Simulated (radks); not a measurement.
Results of a calculation; reference values are marked as such.
Question: Species: the rubidium ion Rb2+. Configuration: [Ar] 3d10 4s2 4p5 (the NIST ground configuration). Code: a radial shooting solver on a logarithmic mesh with Libxc functionals. Model: Dirac Kohn-Sham, LDA (Slater exchange, VWN5 correlation), spin-unpolarised, spherical densities, point nucleus; open shells fill j = l - 1/2 first.

Spin-orbit splittings of the eigenvalues, e(l+1/2) - e(l-1/2), with zeta = 2 splitting/(2l+1) and mean radii in bohr:

| shell | occ. | splitting (eV) | zeta (eV) | <r> j=l-1/2 | <r> j=l+1/2 |
|---|---|---|---|---|---|
| 2p | 6 | 60.67 | 40.45 | 0.1524 | 0.1565 |
| 3p | 6 | 9.143 | 6.095 | 0.5121 | 0.5227 |
| 3d | 10 | 1.555 | 0.6218 | 0.5228 | 0.5266 |
| 4p | 5 | 1.002 | 0.6677 | 1.615 | 1.646 |
| 4d | 0 | ? | ? | 2.537 | 2.550 |

Estimate the 4d splitting.

Answer: 0.07136 eV (zeta = 0.02854 eV).
